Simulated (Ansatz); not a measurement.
C$_{6}$H$_{5}$ (SMILES [c]1ccccc1), doublet, at a GFN2-xTB geometry; R2SCAN/pcseg-2 (Ansatz, a quantum-chemistry and plane-wave program).

Ansatz was given this input:
Ansatz 0.2 input:
```yaml
crystal:
  periodic: [false, false, false]
  atoms:
    - {symbol: C, position_ang: [0.00657844, 1.39392329, 0.00206971]}
    - {symbol: C, position_ang: [1.21285736, 0.75889559, 0.00993894]}
    - {symbol: C, position_ang: [1.20046399, -0.63514077, 0.00782669]}
    - {symbol: C, position_ang: [-0.00619493, -1.31265934, -0.00194905]}
    - {symbol: C, position_ang: [-1.20640519, -0.62375584, -0.00969592]}
    - {symbol: C, position_ang: [-1.20564035, 0.77033552, -0.00766832]}
    - {symbol: H, position_ang: [2.14773318, 1.29894833, 0.01753479]}
    - {symbol: H, position_ang: [2.13549697, -1.17724242, 0.01385411]}
    - {symbol: H, position_ang: [-0.01129590, -2.39351715, -0.00355392]}
    - {symbol: H, position_ang: [-2.14651307, -1.15698773, -0.01732000]}
    - {symbol: H, position_ang: [-2.13537713, 1.31920822, -0.01364732]}
basis:
  gaussian:
    orbitals: pcseg-2
hamiltonian:
  xc: r2scan
magnetization: {spin_polarized: true, initial_magnetization: 1}
```

**Question.** What does Ansatz print? Leave out banner, timings and long lists.

**Answer.** 
```
Functional definition: r2SCAN
1220 factors; their error is unknown
mean field evaluation 1: about -6287.6097 eV, gradient 4.9e1 eV
mean field evaluation 2: about -6277.8305 eV, gradient 6.6e1 eV
mean field evaluation 4: about -6299.3459 eV, gradient 7.6e0 eV
mean field evaluation 8: about -6299.6808 eV, gradient 2.0e-1 eV
mean field evaluation 16: about -6299.5985 eV, gradient 6.5e-4 eV
mean field -6299.59854095 eV, -231.5059763585 hartree, gradient 3.0e-5 eV, S^2 0.761477; 0 other end points of the search recorded, 0 dependent functions left out
reference -6299.59855905 eV, -231.5059770240 hartree; 21, 20 occupied and 229, 230 virtual orbitals, 1220 factors
Total energy: -6299.59855905 eV, -231.5059770240 hartree
```
